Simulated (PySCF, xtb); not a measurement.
ClH₃SeSi, SMILES [SiH3][Se]Cl.

GFN2-xTB (xtb) at its own geometry gives an orbital gap of 2.82 eV and a dipole moment of 2.81 D.

Geometry: PBE0-D3(BJ)/def2-SVP.

Question: What does PBE/def2-TZVPD run with PySCF give? (An estimate is asked for; the answer gives what the named calculation found.)

Answer: gap 2.37 eV (levels -5.92 and -3.55 eV), dipole 1.62 D.
